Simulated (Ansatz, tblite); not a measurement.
Cost and result up the ladder for the cluster Na2Te (3 atoms). Total charge 0; singlet. Geometry: r2SCAN-D4/def2-TZVP.

Cartesian coordinates in Å:
```
Na -1.438 -1.264 -1.162
Na 0.470 1.340 1.732
Te 0.968 -0.076 -0.569
```

Ansatz on 4 threads of Arm Neoverse V2 on a shared host; xTB runs through tblite on one thread. Times are rough, summed over both states, and most runs start from the orbitals of an earlier one. CCSD(T)/def2-TZVPP serves as the yardstick here, not as an exact answer. The other state is a doublet.

In the def2 sets Te takes a core potential; there is no spin–orbit coupling. The xTB rows come from tblite. Correlated methods freeze 6 core orbitals; core or outer-core shells of Na, Te are correlated, in sets that lack core-valence functions. The structure comes from a short search, and lower isomers may exist.

Raw xTB energies of ions are shifted by several eV.

```tsv
level	functions	wall time	vertical IE (eV)	difference from CCSD(T)/def2-TZVPP (eV)
GFN2-xTB	17	0.004 s	9.24	3.74
GFN1-xTB	17	0.005 s	10.26	4.77
PBE-D4/def2-TZVP (with forces)	114	3.2 s	5.77	0.28
PBE0-D4/def2-TZVP	114	4.4 s	5.63	0.14
r2SCAN-D4/def2-TZVP	114	6.3 s	5.60	0.11
CCSD(T)/def2-TZVPP	114	19 s	5.49	0.00
```
